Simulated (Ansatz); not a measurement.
`[NH2][GeH]([OH])[CH2]F` + `C[O][Ge][OH]` → `[OH][GeH]([OH])[CH2]F` + `C[O][Ge][NH2]`  (redistribution)

Program: Ansatz. Geometries: PBE0-D4/def2-TZVP. ΔE: electronic, gas phase. CBS: MP2 limit from def2 TZ/QZ plus the TZ coupled-cluster correction, frozen cores. DFT in def2-TZVPP. B3LYP here is the variant with VWN-RPA as its local correlation; programs differ in this. For Ge outer-core shells are correlated without core-valence functions, which leaves a few kJ/mol of doubt a bond. Scalar relativity is left out up to krypton. Each species was taken in one conformer, which may not be the lowest.

```
             level  ΔE (kcal/mol)  difference from CCSD(T)/CBS
           PBE0-D4            0.1                         -0.4
          B3LYP-D4            0.5                          0.0
           ωB97X-V            0.5                          0.0
               PBE            0.2                         -0.3
             B3LYP            0.0                         -0.5
CCSD(T)/def2-TZVPP            0.1                         -0.4
     HF/def2-QZVPP           -1.3                         -1.8
SCS-MP2/def2-QZVPP           -0.1                         -0.6
      HF/CBS(def2)           -1.3                         -1.8
    CCSD/CBS(def2)            0.2                         -0.3
       CCSD(T)/CBS            0.5                            0
```

Largest T1 diagnostic among the species: 0.015.

In def2-TZVPP, CCSD(T) changes the Hartree–Fock value by +1.3 kcal/mol (the triples alone add +0.2 kcal/mol) and MP2 by +1.2 kcal/mol.
